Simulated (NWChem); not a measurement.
# C$_{2}$H$_{8}$BNO; SMILES CCB(O)N

```xyz
13

B      0.0101     0.5775    -0.1194
C     -0.7234    -0.8141    -0.3097
C      0.0489    -2.0096     0.2428
H     -0.8694    -0.9472    -1.3988
H     -1.7406    -0.7808     0.1182
H      0.1663    -1.9436     1.3367
H      1.0614    -2.0562    -0.1860
H     -0.4527    -2.9663     0.0255
O      1.3606     0.6097    -0.3712
H      1.7579     1.4771    -0.2562
N     -0.7014     1.7346     0.2714
H     -0.2960     2.6556     0.3738
H     -1.6920     1.7105     0.4668
```
Atoms are numbered in this order, from 1.

Results from NWChem. Pople sets run with spherical d functions. Coordinates come from a PBE0/def2-SVP optimisation. Not confirmed as a minimum by frequencies. Atomic charges in e: unrestrained fits to the electrostatic potential beside Mulliken populations; buried atoms are poorly determined by the fit.

For level B3LYP/def2-SVP:

* **ESP B1**: 0.55
* **Mulliken B1**: -0.16
* **Mulliken C2**: 0.00
* **Mulliken C3**: 0.00
* **ESP O9**: -0.67
* **Mulliken O9**: -0.14
* **ESP N11**: -0.91
* **Mulliken N11**: -0.09

**Question.** Estimate the same quantities for level Hartree-Fock/6-31G*.

**Answer.** The ESP B1 comes out as 0.81 and the Mulliken B1 is 0.81. The Mulliken C2 is -0.53 and the Mulliken C3 comes out as -0.49. The ESP O9 is -0.81, the Mulliken O9 comes out as -0.76 and the ESP N11 is -1.17. The Mulliken N11 is -0.98.
